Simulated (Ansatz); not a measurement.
Reaction (ligand exchange at the Si–C bond): `C[SiH2]/C=C/[SiH3]` + `S[SiH2][GaH2]` → `C[SiH2]S[SiH2][GaH2]` + `C=C[SiH3]`

Computed with Ansatz on PBE0-D4/def2-TZVP structures; ΔE is electronic, products minus reactants. CCSD(T)/CBS is the MP2 limit (def2-TZVPP, def2-QZVPP) plus CCSD(T) − MP2 in def2-TZVPP, frozen cores. Functionals use def2-TZVPP. B3LYP here is the variant with VWN-RPA as its local correlation; programs differ in this. HSE06 is defined as in plane-wave codes. For Ga outer-core shells are correlated without core-valence functions, which leaves a few kJ/mol of doubt a bond. Scalar relativity is left out up to krypton. One conformer a species, not always the lowest.

| level | ΔE (kJ/mol) | difference from CCSD(T)/CBS |
| --- | --- | --- |
| LDA (SPW92) | -74.0 | -0.2 |
| PBE-D4 | -71.2 | 2.6 |
| revPBE-D4 | -72.3 | 1.5 |
| BLYP-D4 | -67.6 | 6.2 |
| r2SCAN-D4 | -72.6 | 1.2 |
| B97M-V | -70.7 | 3.1 |
| PBE0-D4 | -73.8 | 0.0 |
| B3LYP-D4 | -69.7 | 4.1 |
| r2SCANh-D4 | -73.3 | 0.5 |
| r2SCAN0-D4 | -74.3 | -0.5 |
| HSE06-D4 | -73.3 | 0.5 |
| BHLYP-D4 | -73.8 | 0.0 |
| CAM-B3LYP-D4 | -66.9 | 6.9 |
| ωB97X-V | -69.9 | 3.9 |
| ωB97M-V | -71.4 | 2.4 |
| B2PLYP | -63.3 | 10.5 |
| PBE-QIDH | -72.9 | 0.9 |
| PBE | -62.7 | 11.1 |
| revPBE | -55.8 | 18.0 |
| r2SCAN | -70.7 | 3.1 |
| PBE0 | -66.2 | 7.6 |
| B3LYP | -55.6 | 18.2 |
| r2SCANh | -71.2 | 2.6 |
| r2SCAN0 | -71.9 | 1.9 |
| HSE06 | -66.0 | 7.8 |
| BHLYP | -59.8 | 14.0 |
| CAM-B3LYP | -58.7 | 15.1 |
| RPA@PBE/def2-TZVPP | -65.2 | 8.6 |
| HF/def2-SVP | -51.0 | 22.8 |
| MP2/def2-SVP | -64.4 | 9.4 |
| CCSD/def2-SVP | -59.5 | 14.3 |
| HF/def2-TZVPP | -55.0 | 18.8 |
| SCS-MP2/def2-TZVPP | -69.3 | 4.5 |
| CCSD/def2-TZVPP | -67.3 | 6.5 |
| CCSD(T)/def2-TZVPP | -70.2 | 3.6 |
| HF/def2-QZVPP | -54.5 | 19.3 |
| MP2/def2-QZVPP | -77.5 | -3.7 |
| SCS-MP2/def2-QZVPP | -71.1 | 2.7 |
| HF/CBS(def2) | -54.5 | 19.3 |
| MP2/CBS(def2) | -79.2 | -5.4 |
| CCSD(T)/CBS | -73.8 | 0 |

Largest T1 diagnostic among the species: 0.013.

From BLYP to BHLYP (50 % exact exchange), in def2-TZVPP and without D4, ΔE moves by −9.4 kJ/mol. At CCSD(T), def2-SVP lies +13.0 kJ/mol from the extrapolated value and def2-TZVPP +3.6 kJ/mol.
